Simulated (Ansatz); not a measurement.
Frontier orbitals of CH8GaNO3 (`C[NH2+][Ga-]([OH])([OH])[OH]`).

The species carries charge 0 and has multiplicity 1. Correlated methods include outer-core shells of Ga, which these sets cover unevenly. Scalar relativity is left out up to krypton. Geometry: relaxed with PBE0-D4/def2-TZVP. It is one conformer, not always the lowest. Basis def2-TZVPP, the Gaussian-basis code of Ansatz.

```
functional  HOMO (eV)  LUMO (eV)
 CAM-B3LYP      -9.34       0.84
```

Problem. Give HOMO and LUMO (eV) with LDA (SPW92), PBE, revPBE, BLYP, r2SCAN, B97M-V, PBE0, B3LYP, r2SCANh, r2SCAN0, HSE06 (plane-wave form), BHLYP, LC-ωPBE, ωB97X-V, ωB97M-V. (An estimate is asked.)

Solution. Computed: 
```tsv
functional	HOMO	LUMO
LDA (SPW92)	-6.33	-1.00
PBE	-6.10	-0.81
revPBE	-6.01	-0.71
BLYP	-6.01	-0.83
r2SCAN	-6.47	-0.23
B97M-V	-6.55	-0.65
PBE0	-7.81	0.06
B3LYP	-7.54	-0.30
r2SCANh	-7.12	0.05
r2SCAN0	-8.09	0.45
HSE06 (plane-wave form)	-7.40	-0.31
BHLYP	-9.47	0.71
LC-ωPBE	-10.71	2.20
ωB97X-V	-10.36	1.96
ωB97M-V	-10.30	1.53
```

B3LYP here is the variant with VWN-RPA as its local correlation; programs differ in this. LC-ωPBE has ω = 0.4 bohr⁻¹. Positive LUMOs are unbound and depend on the basis.
